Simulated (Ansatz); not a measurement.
Cartesian coordinates (Å):
```xyz
6

Ti     0.0602    -0.0225    -0.0257
O     -0.5409    -0.2771    -1.6228
H     -0.8774    -0.4193    -2.5142
H      1.5660    -0.8116     0.0622
H      0.2070     1.6611     0.1795
H     -1.0807    -0.7001     1.0407
```
Charge 0, spin multiplicity 1.

Level of theory: frozen-core CCSD(T)/def2-TZVPP // r2SCAN-D4/def2-SVP (Ansatz, an electronic-structure program).

* **HF energy**: -925.59809 Ha
* **MP2 correlation energy**: -0.68295 Ha

Problem. Estimate the CCSD correlation energy, the (T) correction, the total energy and the T1 diagnostic.

Solution. 
```
Quantity                        Result
-----------------------  -------------
CCSD correlation energy    -0.70554 Ha
(T) correction             -0.03416 Ha
CCSD(T) total energy     -926.33779 Ha
T1 diagnostic                    0.029
```
